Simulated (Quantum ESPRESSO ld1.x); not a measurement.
The erbium ion Er2+, 66 electrons, occupied as [Xe] 4f12. All-electron calculation, Dirac Kohn-Sham, LDA (Slater exchange, Perdew-Zunger correlation), spin-unpolarised, spherical densities, point nucleus; open shells fill j = l - 1/2 first. Program: ld1.x of Quantum ESPRESSO 7.5. Some entries of the table are withheld. Estimate them.

orbital  occ.  eigenvalue (eV)  <r^2> (bohr^2)
1s1/2       2         -57271.8       0.0005685
2s1/2       2         -9628.91        0.008785
2p1/2       2              (1)        0.006333
2p3/2       4              (2)        0.007552
3s1/2       2         -2167.79             (3)
3p1/2       2         -1968.20         0.05369
3p3/2       4         -1775.90         0.06055
3d3/2       4         -1433.49         0.04767
3d5/2       6         -1391.43         0.04957
4s1/2       2         -438.448          0.2922
4p1/2       2         -358.733          0.3050
4p3/2       4         -315.276          0.3434
4d3/2       4         -183.888          0.3881
4d5/2       6         -175.994          0.4033
5s1/2       2         -66.4577           1.768
5p1/2       2         -44.8753           2.268
5p3/2       4         -39.4228           2.633
4f5/2       6         -18.2791          0.8922
4f7/2       6         -17.1912          0.9420
6s1/2       0         -14.8864           11.91
5d3/2       0         -13.8781           6.635
5d5/2       0         -13.5130           6.952
6p1/2       0         -10.6425             (4)
6p3/2       0          -9.9472             (5)
5f5/2       0          -3.7983           63.04
5f7/2       0          -3.7925           63.39

Answer. 
(1) 2p1/2 eigenvalue (eV): -9174.83
(2) 2p3/2 eigenvalue (eV): -8258.93
(3) 3s1/2 <r^2> (bohr^2): 0.05805
(4) 6p1/2 <r^2> (bohr^2): 17.27
(5) 6p3/2 <r^2> (bohr^2): 19.39
